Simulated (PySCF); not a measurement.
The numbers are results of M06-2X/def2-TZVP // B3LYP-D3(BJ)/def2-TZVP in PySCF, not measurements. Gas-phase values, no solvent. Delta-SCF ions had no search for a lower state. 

Reference species (SMILES): `[SiH3][Al]([SiH3])[Br]` (neutral, multiplicity 1).

```
Property                                   Value
--------------------------------------  --------
LUMO                                    -1.68 eV
vertical ionisation energy (Delta-SCF)   9.06 eV
```

Changed species: `[SiH3][Al]([SiH3])[SiH3]` (3 of 3 Br replaced by SiH3; the reference has 2 of 3 Br replaced by SiH3).

Question: Give the shifts of the LUMO and vertical ionisation energy (Delta-SCF).

Answer: the LUMO decreases by 0.24 eV, to -1.92 eV; the vertical ionisation energy (Delta-SCF) drops by 0.06 eV, to 9.00 eV.
